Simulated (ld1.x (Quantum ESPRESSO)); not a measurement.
# Plane-wave convergence, TM potential for Ru

- Element: ruthenium (Ru)
- Generator: ld1.x (Quantum ESPRESSO) 7.5
- Type: norm-conserving Troullier–Martins (Kleinman–Bylander form)
- Functional: revPBE
- Relativity: scalar-relativistic
- Frozen core: [Ar] 3d10
- Valence charge: 16
- Reference configuration: 4s2 4p6 4d7 5s1 5p0
- Partial waves: 4p (bound): rc 1.10 bohr; 4d (bound): rc 2.15 bohr; 4s (bound): rc 1.30 bohr
- Local potential: the s channel
- Core correction: none

Occupied shells without a wave of their own: 5s. They enter only through the test configuration that unscreens the potential.

The pseudo-atom Hamiltonian at the reference potential is diagonalised in spherical Bessel functions j_l(qr) that vanish at 20 bohr, with q² up to the cutoff. All-electron valence levels (Ry): 4p -3.4073, 5p -0.0645, 4d -0.3780, 4s -5.6085, 5s -0.3042.

How do the lowest levels (Ry) of each channel move with the cutoff, and are there ghosts?

| cutoff (Ry) | p #1 | p #2 | d #1 | s #1 | s #2 | f #1 | Σ f·Δε (mRy) |
| --- | --- | --- | --- | --- | --- | --- | --- |
| 8 | -2.3393 | -0.0322 | 0.0377 | -5.1046 | -0.2771 | 0.1042 | 10371.6 |
| 12 | -2.9634 | -0.0483 | -0.0219 | -5.1207 | -0.2898 | 0.1042 | 6165.1 |
| 21 | -3.2997 | -0.0625 | -0.2653 | -5.3287 | -0.2967 | 0.1042 | 2020.5 |
| 30 | -3.3096 | -0.0637 | -0.3549 | -5.5063 | -0.3104 | 0.1042 | 965.5 |
| 40 | -3.3387 | -0.0640 | -0.3770 | -5.5811 | -0.3200 | 0.1042 | 477.3 |
| 50 | -3.3768 | -0.0651 | -0.3779 | -5.5848 | -0.3215 | 0.1042 | 233.1 |
| 70 | -3.4031 | -0.0663 | -0.3780 | -5.5960 | -0.3218 | 0.1042 | 51.8 |
| 90 | -3.4048 | -0.0666 | -0.3780 | -5.6062 | -0.3225 | 0.1042 | 20.7 |
| 110 | -3.4056 | -0.0666 | -0.3780 | -5.6075 | -0.3228 | 0.1042 | 12.5 |
| 160 | -3.4073 | -0.0667 | -0.3780 | -5.6083 | -0.3228 | 0.1042 | 0.8 |
| 200 | -3.4073 | -0.0667 | -0.3780 | -5.6084 | -0.3228 | 0.1042 | 0.4 |
| 400 | -3.4074 | -0.0667 | -0.3780 | -5.6085 | -0.3228 | 0.1042 | 0.0 |

Result: no extra level below or beside the all-electron valence levels (p, d, s, f tested); 10 mRy is reached at 120 Ry and 1 mRy at 160 Ry.

Its largest configuration-test error is -891 meV.
